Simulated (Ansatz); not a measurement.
Cost and result for the atomization energy of CH6NPSi (`C=NP[SiH3]`) (10 atoms, 9 bonds).

Z-matrix (Å, degrees):
```
Si
P 1 2.265
H 1 1.487 2 107.3
H 1 1.487 2 109.9 3 118.2
H 1 1.488 2 112.0 3 -121.1
N 2 1.717 1 104.4 3 161.4
H 2 1.417 1 94.3 3 62.9
C 6 1.261 2 123.9 1 48.8
H 8 1.099 6 124.8 2 -6.0
H 8 1.092 6 118.9 2 174.0
```

Charge 0, multiplicity 1. Geometry: relaxed with PBE0-D4/def2-TZVP. It is one conformer, not always the lowest. Program: Ansatz. All runs use 2 threads of an AMD EPYC on a shared host. Times are those of one run each, without the atoms' runs, and a repeat can differ threefold. Electronic energies, without spin–orbit coupling; frozen cores. CCSD(T)/CBS adds CCSD(T) − MP2 in def2-TZVPP to the MP2 limit, and its time is that of the two runs behind it. T1 = 0.015. B3LYP takes the VWN-RPA correlation (the form of Gaussian; ORCA's B3LYP/G). HSE06 is the plane-wave form, built on full-range PBE exchange.

CCSD(T)/CBS is a level of theory with its own doubt, some kJ/mol a heavy atom from the limit and from the frozen cores, so smaller differences don't rank the functionals.

```
                            level  functions  wall time  atomization (kcal/mol)  difference from CCSD(T)/CBS  per bond
               BLYP-D4/def2-TZVPP        230       13 s                   784.1                          9.9       1.1
  PBE-D4/def2-TZVPP (with forces)        230       17 s                   791.0                         16.8       1.9
               PBE0-D4/def2-TZVPP        230       19 s                   774.6                          0.4       0.0
              HSE06-D4/def2-TZVPP        230       21 s                   775.2                          1.0       0.1
                 CCSD(T)/def2-SVP         94       24 s                   714.3                        -59.9      -6.7
          CAM-B3LYP-D4/def2-TZVPP        230       25 s                   781.5                          7.3       0.8
B3LYP-D4/def2-TZVPP (with forces)        230       26 s                   782.7                          8.5       1.0
              PBE-QIDH/def2-TZVPP        230       37 s                   762.8                        -11.4      -1.3
               ωB97X-V/def2-TZVPP        230       40 s                   784.4                         10.2       1.1
                B2PLYP/def2-TZVPP        230       40 s                   767.3                         -6.9      -0.8
                   MP2/def2-QZVPP        434      110 s                   765.1                         -9.1      -1.0
               CCSD(T)/def2-TZVPP        230    5.1 min                   749.3                        -24.9      -2.8
                CCSD(T)/CBS(def2)          –      7 min                   774.2                          0.0       0.0
```

The D4 term adds +8.9 kcal/mol with B3LYP and +4.6 kcal/mol with PBE0; it sums over pairs of atoms, weighted by their polarisabilities, and B3LYP, whose exchange is more repulsive, gets the larger term. From PBE to PBE0 (25 % exact exchange), in def2-TZVPP and without D4, the atomization energy moves by −15.6 kcal/mol: exact exchange takes away binding that semilocal exchange gives to molecules. At CCSD(T), def2-SVP lies −59.9 kcal/mol from the extrapolated value and def2-TZVPP −24.9 kcal/mol: correlation converges slowly with the basis, and small sets miss more of it in the bonded molecule than in its fragments.
